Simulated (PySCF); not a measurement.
Compound: C6H6F2O2.
SMILES with atom numbers: `[CH3:1][C@H:2]([F:3])[C:4]1=[CH:5][O:6][C:7]([F:8])=[CH:9][O:10]1` (hydrogens: H11, H12, H13 on C1; H14 on C2; H15 on C5; H16 on C9)

The same species was optimised twice, with GFN2-xTB and with PBE0-D3(BJ)/def2-SVP (PySCF), and the same property calculations (PySCF, gas phase) were run on both structures.

```json
{"coordinate": "C4–O10 (Å)", "GFN2-xTB": "1.390", "PBE0-D3(BJ)/def2-SVP": "1.368", "change": "-0.022"}
{"coordinate": "C7–F8 (Å)", "GFN2-xTB": "1.332", "PBE0-D3(BJ)/def2-SVP": "1.310", "change": "-0.022"}
{"coordinate": "O6–C7 (Å)", "GFN2-xTB": "1.366", "PBE0-D3(BJ)/def2-SVP": "1.347", "change": "-0.019"}
{"coordinate": "C1–C2 (Å)", "GFN2-xTB": "1.524", "PBE0-D3(BJ)/def2-SVP": "1.512", "change": "-0.012"}
{"coordinate": "C7=C9 (Å)", "GFN2-xTB": "1.322", "PBE0-D3(BJ)/def2-SVP": "1.332", "change": "+0.010"}
{"coordinate": "C4=C5 (Å)", "GFN2-xTB": "1.324", "PBE0-D3(BJ)/def2-SVP": "1.333", "change": "+0.009"}
{"coordinate": "C5–O6 (Å)", "GFN2-xTB": "1.394", "PBE0-D3(BJ)/def2-SVP": "1.385", "change": "-0.009"}
{"coordinate": "C9–O10 (Å)", "GFN2-xTB": "1.391", "PBE0-D3(BJ)/def2-SVP": "1.384", "change": "-0.007"}
{"coordinate": "C2–C4 (Å)", "GFN2-xTB": "1.504", "PBE0-D3(BJ)/def2-SVP": "1.498", "change": "-0.006"}
{"coordinate": "C2–F3 (Å)", "GFN2-xTB": "1.378", "PBE0-D3(BJ)/def2-SVP": "1.375", "change": "-0.003"}
{"coordinate": "C5–O6–C7 (°)", "GFN2-xTB": "111.1", "PBE0-D3(BJ)/def2-SVP": "112.4", "change": "+1.3"}
{"coordinate": "F8–C7–C9 (°)", "GFN2-xTB": "122.0", "PBE0-D3(BJ)/def2-SVP": "123.2", "change": "+1.2"}
{"coordinate": "C4–C5–O6 (°)", "GFN2-xTB": "124.0", "PBE0-D3(BJ)/def2-SVP": "123.0", "change": "-1.0"}
{"coordinate": "C4–O10–C9 (°)", "GFN2-xTB": "112.3", "PBE0-D3(BJ)/def2-SVP": "113.2", "change": "+0.9"}
{"coordinate": "C1–C2–C4 (°)", "GFN2-xTB": "111.6", "PBE0-D3(BJ)/def2-SVP": "112.4", "change": "+0.8"}
{"coordinate": "C7–C9–O10 (°)", "GFN2-xTB": "122.4", "PBE0-D3(BJ)/def2-SVP": "121.8", "change": "-0.6"}
{"coordinate": "O6–C7–C9 (°)", "GFN2-xTB": "126.3", "PBE0-D3(BJ)/def2-SVP": "125.7", "change": "-0.6"}
{"coordinate": "O6–C7–F8 (°)", "GFN2-xTB": "111.7", "PBE0-D3(BJ)/def2-SVP": "111.1", "change": "-0.6"}
{"coordinate": "C1–C2–C4–C5 (°)", "GFN2-xTB": "111", "PBE0-D3(BJ)/def2-SVP": "116", "change": "+5"}
```

Rotational constants: A = 3390, B = 771.7, C = 665.5 MHz (GFN2-xTB) against A = 3382, B = 786.4, C = 671.9 MHz (PBE0-D3(BJ)/def2-SVP). Point groups within 0.08 Å: C1 and C1.

On the GFN2-xTB structure: HOMO (eV) -5.95 [PBE0/pcSseg-1]; LUMO (eV) -0.29 [PBE0/pcSseg-1]; dipole (D) 1.97 [PBE0/pcSseg-1]; GIAO shielding of C1 (ppm) 164.0 [PBE0/pcSseg-1]; GIAO shielding of C2 (ppm) 97.4 [PBE0/pcSseg-1]; GIAO shielding of F3 (ppm) 396.4 [PBE0/pcSseg-1]; GIAO shielding of C4 (ppm) 40.3 [PBE0/pcSseg-1]; GIAO shielding of C5 (ppm) 58.2 [PBE0/pcSseg-1]; GIAO shielding of O6 (ppm) 210.9 [PBE0/pcSseg-1]; GIAO shielding of C7 (ppm) 20.3 [PBE0/pcSseg-1]; GIAO shielding of F8 (ppm) 306.3 [PBE0/pcSseg-1].

Problem. What do these properties become on the PBE0-D3(BJ)/def2-SVP structure?

Solution. 
```
                                    property          level  on GFN2-xTB  on PBE0-D3(BJ)/def2-SVP  change
                                   HOMO (eV)  PBE0/pcSseg-1        -5.95                    -5.81   +0.14
                                   LUMO (eV)  PBE0/pcSseg-1        -0.29                    -0.30   -0.01
                                  dipole (D)  PBE0/pcSseg-1         1.97                     1.91   -0.06
energy, GFN2-xTB geometry as zero (kcal/mol)  PBE0/pcSseg-1          0.0                     -0.6    -0.6
                  GIAO shielding of C1 (ppm)  PBE0/pcSseg-1        164.0                    163.2    -0.8
                  GIAO shielding of C2 (ppm)  PBE0/pcSseg-1         97.4                     98.3    +0.9
                  GIAO shielding of F3 (ppm)  PBE0/pcSseg-1        396.4                    398.0    +1.6
                  GIAO shielding of C4 (ppm)  PBE0/pcSseg-1         40.3                     40.0    -0.3
                  GIAO shielding of C5 (ppm)  PBE0/pcSseg-1         58.2                     58.6    +0.4
                  GIAO shielding of O6 (ppm)  PBE0/pcSseg-1        210.9                    213.9    +3.0
                  GIAO shielding of C7 (ppm)  PBE0/pcSseg-1         20.3                     22.2    +1.9
                  GIAO shielding of F8 (ppm)  PBE0/pcSseg-1        306.3                    308.9    +2.6
```

The heavy atoms differ by 0.081 Å rms after alignment. Among bonds between heavy atoms C4–O10 and C7–F8 change most and about equally (-0.022 Å). Changes are differences of the printed values. Neither structure is proved a minimum here.

Conformer computed: `[CH3:1][C@H:2]([F:3])[C:4]1=[CH:5][O:6][C:7]([F:8])=[CH:9][O:10]1`: C1–C2–C4–C5 116°.
